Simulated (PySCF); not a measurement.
Isomers of C6H11NSSi.

All values: PBE0/pcSseg-1 (PySCF) at GFN2-xTB geometries, gas phase, one conformer each.

Question: Rank by the lowest Hirshfeld charge on any atom, highest value first.
A. `[SiH3:1][C:2](=[C:3]=[S:4])[N:5]1[CH2:6][CH2:7][CH2:8][CH2:9]1` with Si1–C2–N5–C6 -38°, C2–N5–C6–C7 -173°, N5–C6–C7–C8 40°, C6–C7–C8–C9 -34°, C7–C8–C9–N5 16°
B. `[N:1]#[C:2][CH2:3][C@@H:4]1[CH2:5][SiH2:6][CH2:7][CH2:8][S:9]1` with C2–C3–C4–C5 -66°, C3–C4–C5–Si6 177°, C4–C5–Si6–C7 47°, C5–Si6–C7–C8 -46°, Si6–C7–C8–S9 63°
C. `[CH3:1][CH:2]([CH3:3])[S:4][C@@H:5]1[CH2:6][Si@@H:7]1[C:8]#[N:9]` with C1–C2–S4–C5 -66°, C2–S4–C5–C6 160°

Answer: A (-0.080 e), C (-0.184 e), B (-0.228 e).

Question: Rank by HOMO energy, highest first.
A. `[CH3:1][CH:2]([CH3:3])[S:4][C@@H:5]1[CH2:6][Si@@H:7]1[C:8]#[N:9]` with C1–C2–S4–C5 -66°, C2–S4–C5–C6 160°
B. `[N:1]#[C:2][C@@:3]1([SiH3:4])[CH2:5][CH2:6][CH2:7][S:8][CH2:9]1` with C2–C3–C5–C6 62°, C3–C5–C6–C7 63°, C5–C6–C7–S8 -65°, C6–C7–S8–C9 57°
C. `[CH3:1][S:2][SiH2:3]/[CH:4]=[CH:5]\[CH2:6][CH2:7][C:8]#[N:9]` with C1–S2–Si3–C4 175°, S2–Si3–C4–C5 62°, C4–C5–C6–C7 -102°, C5–C6–C7–C8 -174°
D. `[N:1]#[C:2][CH2:3][C@@H:4]1[CH2:5][SiH2:6][CH2:7][CH2:8][S:9]1` with C2–C3–C4–C5 -66°, C3–C4–C5–Si6 177°, C4–C5–Si6–C7 47°, C5–Si6–C7–C8 -46°, Si6–C7–C8–S9 63°
E. `[SiH3:1][C:2](=[C:3]=[S:4])[N:5]1[CH2:6][CH2:7][CH2:8][CH2:9]1` with Si1–C2–N5–C6 -38°, C2–N5–C6–C7 -173°, N5–C6–C7–C8 40°, C6–C7–C8–C9 -34°, C7–C8–C9–N5 16°

Answer: E (-5.23 eV), A (-6.27 eV), B (-6.65 eV), D (-6.82 eV), C (-7.00 eV).

Question: Rank by dipole moment, highest first.
A. `[CH3:1][CH:2]([CH3:3])[S:4][C@@H:5]1[CH2:6][Si@@H:7]1[C:8]#[N:9]` with C1–C2–S4–C5 -66°, C2–S4–C5–C6 160°
B. `[CH3:1][S:2][SiH2:3]/[CH:4]=[CH:5]\[CH2:6][CH2:7][C:8]#[N:9]` with C1–S2–Si3–C4 175°, S2–Si3–C4–C5 62°, C4–C5–C6–C7 -102°, C5–C6–C7–C8 -174°
C. `[SiH3:1][C:2](=[C:3]=[S:4])[N:5]1[CH2:6][CH2:7][CH2:8][CH2:9]1` with Si1–C2–N5–C6 -38°, C2–N5–C6–C7 -173°, N5–C6–C7–C8 40°, C6–C7–C8–C9 -34°, C7–C8–C9–N5 16°
D. `[N:1]#[C:2][CH2:3][C@@H:4]1[CH2:5][SiH2:6][CH2:7][CH2:8][S:9]1` with C2–C3–C4–C5 -66°, C3–C4–C5–Si6 177°, C4–C5–Si6–C7 47°, C5–Si6–C7–C8 -46°, Si6–C7–C8–S9 63°
E. `[N:1]#[C:2][C@@:3]1([SiH3:4])[CH2:5][CH2:6][CH2:7][S:8][CH2:9]1` with C2–C3–C5–C6 62°, C3–C5–C6–C7 63°, C5–C6–C7–S8 -65°, C6–C7–S8–C9 57°

Answer: E (4.71 D), B (4.47 D), A (3.95 D), D (3.68 D), C (2.90 D).

All values together:

```csv
SMILES,μ (D),HOMO (eV),LUMO (eV),lowest IAO charge (e),highest IAO charge (e),lowest Hirshfeld charge (e),highest Hirshfeld charge (e)
N#CC[C@@H]1C[SiH2]CCS1,3.68,-6.82,0.23,-0.545 (C),+0.756 (Si),-0.228 (N),+0.346 (Si)
N#C[C@@]1([SiH3])CCCSC1,4.71,-6.65,0.01,-0.339 (C),+0.619 (Si),-0.230 (N),+0.332 (Si)
CC(C)S[C@@H]1C[Si@@H]1C#N,3.95,-6.27,-1.06,-0.502 (C),+0.757 (Si),-0.184 (N),+0.362 (Si)
CS[SiH2]/C=C\CCC#N,4.47,-7.00,-1.10,-0.498 (C),+0.675 (Si),-0.236 (N),+0.310 (Si)
[SiH3]C(=C=S)N1CCCC1,2.90,-5.23,-2.03,-0.266 (C),+0.634 (Si),-0.080 (C),+0.320 (Si)
```

Conformers: `[N:1]#[C:2][CH2:3][C@@H:4]1[CH2:5][SiH2:6][CH2:7][CH2:8][S:9]1` with C2–C3–C4–C5 -66°, C3–C4–C5–Si6 177°, C4–C5–Si6–C7 47°, C5–Si6–C7–C8 -46°, Si6–C7–C8–S9 63°; `[N:1]#[C:2][C@@:3]1([SiH3:4])[CH2:5][CH2:6][CH2:7][S:8][CH2:9]1` with C2–C3–C5–C6 62°, C3–C5–C6–C7 63°, C5–C6–C7–S8 -65°, C6–C7–S8–C9 57°; `[CH3:1][CH:2]([CH3:3])[S:4][C@@H:5]1[CH2:6][Si@@H:7]1[C:8]#[N:9]` with C1–C2–S4–C5 -66°, C2–S4–C5–C6 160°; `[CH3:1][S:2][SiH2:3]/[CH:4]=[CH:5]\[CH2:6][CH2:7][C:8]#[N:9]` with C1–S2–Si3–C4 175°, S2–Si3–C4–C5 62°, C4–C5–C6–C7 -102°, C5–C6–C7–C8 -174°; `[SiH3:1][C:2](=[C:3]=[S:4])[N:5]1[CH2:6][CH2:7][CH2:8][CH2:9]1` with Si1–C2–N5–C6 -38°, C2–N5–C6–C7 -173°, N5–C6–C7–C8 40°, C6–C7–C8–C9 -34°, C7–C8–C9–N5 16°.
